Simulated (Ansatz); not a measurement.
The same path of BF$_{2}$H$_{4}$N (8 atoms, charge 0, multiplicity 1) was run 3 times with different band settings. Lost on the way: B1–F2, N5–H8. Made: F2–H8.

These are results of RKS BHLYP-D4/def2-SVP in Ansatz, not measurements.

Relaxed end points:

```xyz
8
Properties=species:S:1:pos:R:3
B 0.016 0.137 0.157
F 0.179 -0.661 1.256
F 1.104 0.146 -0.671
H -1.062 0.048 -0.397
N 0.044 1.677 0.816
H 0.928 1.810 1.297
H -0.040 2.381 0.092
H -0.709 1.799 1.483
```

```xyz
8
Properties=species:S:1:pos:R:3
B 0.137 0.601 -0.398
F -0.522 -0.183 2.359
F 1.233 -0.098 -0.623
H -0.894 0.280 -0.907
N 0.210 1.710 0.463
H 1.102 2.085 0.748
H -0.542 2.377 0.508
H -0.264 0.567 1.882
```

Common settings: climbing image yes; optimiser quadratic models (default); start path through a guess of the saddle point; force threshold 0.05 eV/Å; iteration limit 60; end points relaxed.

| run | movable images | spring |
| --- | --- | --- |
| 1 | 7 | 5.0 eV/Å² |
| 2 | 2 | 5.0 eV/Å² |
| 3 | 7 | 0.1 eV/Å² |

Problem. What does each run give, and how far can it be trusted?

Solution. Run 1: converged after 16 iterations, highest image 1.645 eV above the first end. A vibrational analysis at the climbing image gives one clearly imaginary mode, 1017i cm⁻¹: a first-order saddle point.
Run 2: converged after 13 iterations, highest image 1.645 eV above the first end. Neighbouring images differ by up to 1.6 eV, so the band resolves the path poorly. Another band between the same ends (7 images) ends at a top of the same energy, where a vibrational analysis finds 1 clearly imaginary mode. So few images can step over the top or miss a turn of the path.
Run 3: converged after 15 iterations, highest image 1.645 eV above the first end. Another band between the same ends (7 images) ends at a top of the same energy, where a vibrational analysis finds 1 clearly imaginary mode.
The orbitals stay closed-shell, which can raise the energy where a bond breaks towards radicals; this wasn't checked here.
